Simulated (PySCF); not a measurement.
A compound of formula [C22H31IN]+ has these computed shifts in ppm, with the number of atoms in brackets (GIAO OPBE/pcSseg-1 (def2-SVP on I), gas phase, PySCF SCF with an in-house response code, fitting set def2-universal-JFIT, grid level 2, non-relativistic but for scalar-relativistic core potentials on heavy atoms, geometry: GFN2-xTB; 13C, 1H against isolated TMS; 15N against isolated NH3).

1H: 8.10 (1), 8.07 (2), 7.94 (1), 7.73 (1), 7.47 (2), 2.40 (6), 1.46 (9), 1.44 (9)
13C: 160.9 (1), 156.6 (1), 144.8 (1), 143.0 (1), 141.0 (1), 131.3 (2), 129.8 (1), 129.5 (1), 127.3 (2), 125.2 (1), 45.0 (2), 38.7 (1), 38.2 (1), 31.2 (3), 31.1 (3)
15N: 91.7 (1)

Problem. Which structure gave them?

Solution. CN(C)c1cc(C(C)(C)C)ccc1[I+]c1ccc(C(C)(C)C)cc1. Other isomers were not compared.
